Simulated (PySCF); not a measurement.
## Core-level binding energies of `F[C@@H]1C[C@H]1O[SiH3]`

Compound: C3H7FOSi.
Geometry (PBE0-D3(BJ)/def2-SVP, Å), atoms numbered from 1 in this order:
```
atom  x, y, z in Å
F1    -1.5403    2.0111   -0.2002
C2    -1.0451    0.8133   -0.5953
C3    -1.8081   -0.4253   -0.2609
C4    -0.5161   -0.1205    0.4402
O5     0.5809   -0.9134    0.1563
Si6    2.1514   -0.3447    0.2773
H7    -0.5257    0.8654   -1.5584
H8    -1.7994   -1.2335   -0.9964
H9    -2.7268   -0.3157    0.3201
H10   -0.6018    0.2228    1.4807
H11    2.4515    0.0711    1.6817
H12    2.3593    0.8279   -0.6267
H13    3.0267   -1.4754   -0.1289
```

Theory: delta-SCF UKS SCAN, pcX-2 on the ionised atom, pcseg-1 elsewhere, spin-free X2C (PySCF 2.14.0). Each binding energy is the total energy of the core-ionised species, with the hole localised on one atom, minus that of the ground state; both are solved self-consistently, so orbital relaxation is included.

Problem. Give the core binding energies atom by atom.

Solution. 
| atom(s) | bonded to | level | binding energy (eV) | 2p1/2 (eV) | above the level's lowest (eV) | count |
| --- | --- | --- | --- | --- | --- | --- |
| Si6 | O and 3 H | Si 1s | 1847.50 | – | 0.00 | 1 |
| F1 | C | F 1s | 692.68 | – | 0.00 | 1 |
| O5 | C and Si | O 1s | 538.39 | – | 0.00 | 1 |
| C2 | F, 2 C and H | C 1s | 293.02 | – | +2.02 | 1 |
| C4 | O, 2 C and H | C 1s | 292.53 | – | +1.53 | 1 |
| C3 | 2 C and 2 H | C 1s | 291.00 | – | 0.00 | 1 |
| Si6 | O and 3 H | Si 2p3/2 | 107.62 | 108.24 | 0.00 | 1 |

Lowest listed C 1s: C3, bonded to 2 C and 2 H. Highest, 2.02 eV above it: C2, bonded to F, 2 C and H. Summing the Pauling electronegativity differences to the bonded atoms, each weighted by its formal bond order, gives -0.70 for the lowest site and +1.08 for the highest; no listed site has a larger sum than the highest.

Problem. Express the binding energy of C 1s of C3 in atomic units and per mole.

Solution. 291.00 eV = 10.6941 Eh = 28077 kJ/mol.

Problem. Which photon energy gives electrons from C 1s of C3 a kinetic energy of 20 eV, and what is their de Broglie wavelength?

Solution. hν = 291.00 + 20 = 311.00 eV, recoil neglected; λ = 12.264 Å/√(E/eV) = 2.74 Å.

Spin–orbit and ligand-field terms were added within each 2p shell after the spin-free SCF. 2p1/2 minus 2p3/2 (ligand field included): Si 0.62 eV. The structure is a single PBE0-D3(BJ)/def2-SVP conformer in the gas phase; no vibrational or solvent corrections.

Time: 53 s wall; peak memory 0.56 GiB. Hardware: one thread of an Arm Neoverse V2, no GPU, shared host with 96 logical CPUs at a one-minute load of 81.
